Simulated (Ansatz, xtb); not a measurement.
Species: CH2NO, net charge 1, singlet state. It need not be the lowest isomer of its formula. 
Structure (B3LYP-D3(BJ)/def2-TZVP (Ansatz, an electronic-structure program) minimum search):
```xyz
5

N     -1.0662     0.2609     0.2152
C      0.1427    -0.0349    -0.0288
O      1.2156    -0.2974    -0.2454
H     -1.6361    -0.3425     0.8095
H     -1.4816     1.1053    -0.1801
```
Charge +1, spin multiplicity 1.

Harmonic wavenumbers from GFN2-xTB (xtb, at its own minimum), cm⁻¹: 458, 525, 606, 915, 1216, 1362, 2478, 3238, 3241.

**Question.** Give the harmonic wavenumbers at B3LYP-D3(BJ)/def2-TZVP (Ansatz, finite differences of forces, unscaled).

**Answer.** 474, 497, 588, 1120, 1229, 1571, 2420, 3427, 3521 cm⁻¹. Zero-point energy 21.2 kcal/mol.

**Question.** From these and the geometry, give the ideal-gas thermochemistry at 298.15 K and 1 atm (rigid rotor, harmonic oscillator).

**Answer.** Point group C2v, rotational symmetry number 2. Rotational constants 323.5, 10.32, 10 GHz. S(trans) 37.27, S(rot) 18.43, S(vib) 1.97, S(elec, spin only) 0.00, S 57.7 cal/(mol K). H(298) - H(0) 2.80 kcal/mol; G - E(el) 6.8 kcal/mol.
